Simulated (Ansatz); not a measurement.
Reaction (substitution at a C–In bond): `[CH3][In]([OH])[Cl]` + `N[SiH2]N` → `CN[SiH2]N` + `[OH][InH][Cl]`

Gas-phase electronic energies from Ansatz, PBE0-D4/def2-TZVP geometries. CCSD(T)/CBS adds triple-zeta CCSD(T) − MP2 to the extrapolated MP2 energy (def2 sets, frozen cores). This one scheme is used for every species. Functionals use def2-TZVPP. B3LYP here is the variant with VWN-RPA as its local correlation; programs differ in this. HSE06 is defined as in plane-wave codes. def2 core potentials past Kr. For In outer-core shells are correlated without core-valence functions, which leaves a few kJ/mol of doubt a bond. Each species was taken in one conformer, which may not be the lowest.

```json
{"level": "LDA (SPW92)", "ΔE (kJ/mol)": "53.0", "difference from CCSD(T)/CBS": "-18.1"}
{"level": "PBE-D4", "ΔE (kJ/mol)": "61.4", "difference from CCSD(T)/CBS": "-9.7"}
{"level": "BLYP-D4", "ΔE (kJ/mol)": "61.3", "difference from CCSD(T)/CBS": "-9.8"}
{"level": "r2SCAN-D4", "ΔE (kJ/mol)": "64.1", "difference from CCSD(T)/CBS": "-7.0"}
{"level": "B97M-V", "ΔE (kJ/mol)": "55.9", "difference from CCSD(T)/CBS": "-15.2"}
{"level": "PBE0-D4", "ΔE (kJ/mol)": "60.6", "difference from CCSD(T)/CBS": "-10.5"}
{"level": "B3LYP-D4", "ΔE (kJ/mol)": "60.9", "difference from CCSD(T)/CBS": "-10.2"}
{"level": "r2SCANh-D4", "ΔE (kJ/mol)": "63.6", "difference from CCSD(T)/CBS": "-7.5"}
{"level": "r2SCAN0-D4", "ΔE (kJ/mol)": "62.8", "difference from CCSD(T)/CBS": "-8.3"}
{"level": "HSE06-D4", "ΔE (kJ/mol)": "60.9", "difference from CCSD(T)/CBS": "-10.2"}
{"level": "BHLYP-D4", "ΔE (kJ/mol)": "59.8", "difference from CCSD(T)/CBS": "-11.3"}
{"level": "CAM-B3LYP-D4", "ΔE (kJ/mol)": "58.3", "difference from CCSD(T)/CBS": "-12.8"}
{"level": "ωB97X-V", "ΔE (kJ/mol)": "58.8", "difference from CCSD(T)/CBS": "-12.3"}
{"level": "ωB97M-V", "ΔE (kJ/mol)": "62.5", "difference from CCSD(T)/CBS": "-8.6"}
{"level": "B2PLYP", "ΔE (kJ/mol)": "67.1", "difference from CCSD(T)/CBS": "-4.0"}
{"level": "PBE-QIDH", "ΔE (kJ/mol)": "65.6", "difference from CCSD(T)/CBS": "-5.5"}
{"level": "PBE", "ΔE (kJ/mol)": "62.9", "difference from CCSD(T)/CBS": "-8.2"}
{"level": "BLYP", "ΔE (kJ/mol)": "64.9", "difference from CCSD(T)/CBS": "-6.2"}
{"level": "r2SCAN", "ΔE (kJ/mol)": "64.5", "difference from CCSD(T)/CBS": "-6.6"}
{"level": "PBE0", "ΔE (kJ/mol)": "61.7", "difference from CCSD(T)/CBS": "-9.4"}
{"level": "B3LYP", "ΔE (kJ/mol)": "63.1", "difference from CCSD(T)/CBS": "-8.0"}
{"level": "r2SCANh", "ΔE (kJ/mol)": "64.0", "difference from CCSD(T)/CBS": "-7.1"}
{"level": "r2SCAN0", "ΔE (kJ/mol)": "63.2", "difference from CCSD(T)/CBS": "-7.9"}
{"level": "HSE06", "ΔE (kJ/mol)": "61.8", "difference from CCSD(T)/CBS": "-9.3"}
{"level": "BHLYP", "ΔE (kJ/mol)": "60.2", "difference from CCSD(T)/CBS": "-10.9"}
{"level": "CAM-B3LYP", "ΔE (kJ/mol)": "59.3", "difference from CCSD(T)/CBS": "-11.8"}
{"level": "LC-ωPBE", "ΔE (kJ/mol)": "60.0", "difference from CCSD(T)/CBS": "-11.1"}
{"level": "RPA@PBE/def2-TZVPP", "ΔE (kJ/mol)": "62.7", "difference from CCSD(T)/CBS": "-8.4"}
{"level": "HF/def2-SVP", "ΔE (kJ/mol)": "42.0", "difference from CCSD(T)/CBS": "-29.1"}
{"level": "CCSD/def2-SVP", "ΔE (kJ/mol)": "47.6", "difference from CCSD(T)/CBS": "-23.5"}
{"level": "CCSD(T)/def2-SVP", "ΔE (kJ/mol)": "48.0", "difference from CCSD(T)/CBS": "-23.1"}
{"level": "HF/def2-TZVPP", "ΔE (kJ/mol)": "54.8", "difference from CCSD(T)/CBS": "-16.3"}
{"level": "MP2/def2-TZVPP", "ΔE (kJ/mol)": "75.9", "difference from CCSD(T)/CBS": "4.8"}
{"level": "SCS-MP2/def2-TZVPP", "ΔE (kJ/mol)": "69.8", "difference from CCSD(T)/CBS": "-1.3"}
{"level": "CCSD/def2-TZVPP", "ΔE (kJ/mol)": "66.0", "difference from CCSD(T)/CBS": "-5.1"}
{"level": "CCSD(T)/def2-TZVPP", "ΔE (kJ/mol)": "67.7", "difference from CCSD(T)/CBS": "-3.4"}
{"level": "HF/def2-QZVPP", "ΔE (kJ/mol)": "55.0", "difference from CCSD(T)/CBS": "-16.1"}
{"level": "MP2/def2-QZVPP", "ΔE (kJ/mol)": "77.9", "difference from CCSD(T)/CBS": "6.8"}
{"level": "SCS-MP2/def2-QZVPP", "ΔE (kJ/mol)": "71.8", "difference from CCSD(T)/CBS": "0.7"}
{"level": "HF/CBS(def2)", "ΔE (kJ/mol)": "55.0", "difference from CCSD(T)/CBS": "-16.1"}
{"level": "CCSD(T)/CBS", "ΔE (kJ/mol)": "71.1", "difference from CCSD(T)/CBS": "0"}
```

Largest T1 diagnostic among the species: 0.015.

At CCSD(T), def2-SVP lies −23.1 kJ/mol from the extrapolated value and def2-TZVPP −3.4 kJ/mol. In def2-TZVPP, CCSD(T) changes the Hartree–Fock value by +12.9 kJ/mol (the triples alone add +1.6 kJ/mol) and MP2 by +21.2 kJ/mol. Leaving LDA and LC-ωPBE aside and taking each functional with its dispersion term where it has one, the values spread over 11.2 kJ/mol, from B97M-V to B2PLYP. LDA lies −9.9 kJ/mol from PBE without D4.
